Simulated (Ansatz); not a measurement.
Geometry optimisation, RKS PBE0/def2-SVP in Ansatz.

Input:

```yaml
crystal:
  periodic: [false, false, false]
  atoms:
    - { symbol: Ti, position_ang: [-0.083363, -0.122478, 0.068941] }
    - { symbol: Cl, position_ang: [-0.287231, -0.272586, 2.394779] }
    - { symbol: O, position_ang: [1.587024, -0.221845, -0.518272] }
    - { symbol: H, position_ang: [2.009623, -1.013986, -0.868687] }
    - { symbol: O, position_ang: [-0.926866, 1.257698, -0.644204] }
    - { symbol: H, position_ang: [-1.807631, 1.284779, -1.031572] }
    - { symbol: O, position_ang: [-0.907025, -1.575847, -0.470281] }
    - { symbol: H, position_ang: [-1.471977, -2.263008, -0.106535] }
    - { symbol: S, position_ang: [1.689679, 2.68407, 1.457792] }
    - { symbol: H, position_ang: [2.72012, 1.83551, 1.261284] }
    - { symbol: H, position_ang: [1.138047, 1.867494, 2.421856] }
basis:
  gaussian: { orbitals: def2-SVP }
hamiltonian:
  xc: pbe0
relax:
  f_tol: 0.03
  max_steps: 50
output:
  orbitals: {}
```

Command:

```bash
$ ansatz run input.yaml --threads 4 --pin off --max-ram 5120MiB --backend cpu --events-out ev --progress --plain --runs-dir out
```

**Question.** Where does it end, and by what steps?

**Answer.** It did not converge within its limit. After 49 steps the energy has fallen by 0.311 eV; S9 moved furthest, 2.10 Å.

| step | energy less start (eV) | largest force component (eV/Å) | accepted |
| --- | --- | --- | --- |
| 0 | 0.0000 | 0.914 | yes |
| 2 | -0.0583 | 0.171 | yes |
| 4 | -0.0700 | 0.150 | yes |
| 6 | -0.0775 | 0.112 | yes |
| 8 | -0.0870 | 0.108 | yes |
| 10 | -0.0939 | 0.071 | yes |
| 12 | -0.1005 | 0.126 | yes |
| 14 | -0.1033 | 0.131 | yes |
| 16 | -0.1050 | 0.071 | yes |
| 18 | -0.1064 | 0.054 | yes |
| 20 | -0.1077 | 0.084 | yes |
| 22 | -0.1093 | 0.186 | yes |
| 24 | -0.1125 | 0.078 | yes |
| 26 | -0.1143 | 0.058 | yes |
| 28 | -0.1176 | 0.188 | yes |
| 30 | -0.1225 | 0.121 | yes |
| 32 | -0.1275 | 0.700 | yes |
| 34 | -0.1687 | 0.558 | yes |
| 36 | -0.2007 | 0.319 | yes |
| 38 | -0.2449 | 0.165 | yes |
| 40 | -0.2340 | 1.208 | no |
| 42 | -0.2654 | 0.599 | yes |
| 44 | -0.2976 | 0.200 | yes |
| 46 | -0.2960 | 0.625 | no |
| 48 | -0.3113 | 0.049 | yes |
| 49 | -0.3107 | 0.162 | no |

```xyz
11
Properties=species:S:1:pos:R:3
Ti -0.590 0.031 -0.115
Cl -0.825 0.916 1.941
O 1.074 0.315 -0.571
H 1.884 0.447 -0.038
O -1.667 0.815 -1.288
H -2.537 0.516 -1.578
O -0.965 -1.693 -0.028
H -0.451 -2.506 -0.010
S 3.029 1.106 1.843
H 2.947 2.405 1.482
H 1.761 1.107 2.327
```

Time of the run: 2.9 min on 4 threads of Arm Neoverse V1 (shared host), peak memory 0.39 GiB.
